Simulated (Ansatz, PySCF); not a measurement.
C₃H₁₀O₂Si, SMILES C[C@@H](O)CO[SiH3]. Atoms are numbered in the order given.

```xyz
16

C     -2.2759     0.5790     0.3125
C     -1.5211    -0.4843    -0.4844
O     -1.2781    -0.0665    -1.8127
C     -0.1978    -0.8720     0.1733
O      0.6629     0.2575     0.1080
Si     2.2144     0.2976     0.7271
H     -3.1846     0.8758    -0.2310
H     -2.5658     0.2062     1.3084
H     -1.6437     1.4702     0.4502
H     -2.1393    -1.3963    -0.5538
H     -0.5657     0.5884    -1.7533
H      0.2485    -1.7195    -0.3787
H     -0.3584    -1.1851     1.2225
H      2.1979     0.0504     2.2003
H      3.0700    -0.7425     0.0810
H      2.7433     1.6543     0.4369
```

Geometry: B3LYP-D3(BJ)/def2-SVP. The values are those of a single conformer.

Two levels are set side by side: PBE-D3(BJ)/def2-SVP (Ansatz, an electronic-structure program) and B3LYP-D3(BJ)/def2-SVP (Ansatz). Each level has its own optimised geometry; the coordinates shown are those of the second. Frequencies come from the Hessian of PySCF at each geometry. Differences are taken from unrounded values.

| quantity | B3LYP-D3(BJ) |
|---|---|
| mean bond length (Å) | 1.308 |
| bond C1–C2 (Å) | 1.528 |
| bond C2–O3 (Å) | 1.414 |
| bond C2–C4 (Å) | 1.528 |
| bond C4–O5 (Å) | 1.422 |
| bond O5–Si6 (Å) | 1.671 |
| bond C1–H7 (Å) | 1.100 |
| bond C1–H8 (Å) | 1.102 |
| bond C1–H9 (Å) | 1.101 |
| bond C2–H10 (Å) | 1.104 |
| bond O3–H11 (Å) | 0.969 |
| bond C4–H12 (Å) | 1.106 |
| bond C4–H13 (Å) | 1.107 |
| bond Si6–H14 (Å) | 1.494 |
| bond Si6–H15 (Å) | 1.494 |
| bond Si6–H16 (Å) | 1.485 |
| highest harmonic wavenumber (cm⁻¹) | 3769 |
| mean harmonic wavenumber (cm⁻¹) | 1346 |
| zero-point energy (kcal/mol) | 80.84 |

Problem. What does PBE-D3(BJ) give, and how far is it from B3LYP-D3(BJ)? (Estimate from the structure and the level; the computed values follow.)

Solution. 
| quantity | PBE-D3(BJ) | PBE-D3(BJ) minus B3LYP-D3(BJ) |
|---|---|---|
| mean bond length (Å) | 1.317 | 0.009 |
| bond C1–C2 (Å) | 1.532 | 0.003 |
| bond C2–O3 (Å) | 1.419 | 0.005 |
| bond C2–C4 (Å) | 1.533 | 0.005 |
| bond C4–O5 (Å) | 1.429 | 0.007 |
| bond O5–Si6 (Å) | 1.686 | 0.014 |
| bond C1–H7 (Å) | 1.107 | 0.007 |
| bond C1–H8 (Å) | 1.110 | 0.007 |
| bond C1–H9 (Å) | 1.109 | 0.008 |
| bond C2–H10 (Å) | 1.113 | 0.009 |
| bond O3–H11 (Å) | 0.979 | 0.010 |
| bond C4–H12 (Å) | 1.115 | 0.009 |
| bond C4–H13 (Å) | 1.116 | 0.009 |
| bond Si6–H14 (Å) | 1.507 | 0.013 |
| bond Si6–H15 (Å) | 1.507 | 0.014 |
| bond Si6–H16 (Å) | 1.498 | 0.013 |
| highest harmonic wavenumber (cm⁻¹) | 3639 | -130 |
| mean harmonic wavenumber (cm⁻¹) | 1307 | -39 |
| zero-point energy (kcal/mol) | 78.48 | -2.36 |

GGA bonds tend to be longer and softer than those of functionals with exact exchange. Differences between two approximate levels are no errors against the true value.
